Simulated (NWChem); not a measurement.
# C4H5NO; SMILES N#CC1COC1

```xyz
11

N     -0.2892    -2.5955     0.0000
C      0.1181    -1.5080     0.0000
C      0.6085    -0.1372     0.0000
C      0.0123     0.8573    -1.0360
O     -0.2867     1.8117     0.0000
C      0.0123     0.8573     1.0360
H      1.7022    -0.1376     0.0000
H      0.7127     1.2533    -1.7787
H     -0.8909     0.4873    -1.5368
H      0.7127     1.2533     1.7787
H     -0.8909     0.4873     1.5368
```
Atoms are numbered in this order, from 1.

Program: NWChem. Pople sets run with spherical d functions. The geometry was optimised at B3LYP/6-31G* (spherical d). Level: M06-2X/6-31G* with SMD (1 M gas to 1 M solution), gas-phase geometry.

For solvent water:

| Quantity | Result |
|---|---|
| cavity-dispersion-structure term (kcal/mol) | 4.3 |
| dipole in solution (D) | 3.32 |

### Question
What are these values for solvent diethyl ether?

### Answer
- cavity-dispersion-structure term (kcal/mol): -0.5
- dipole in solution (D): 3.21
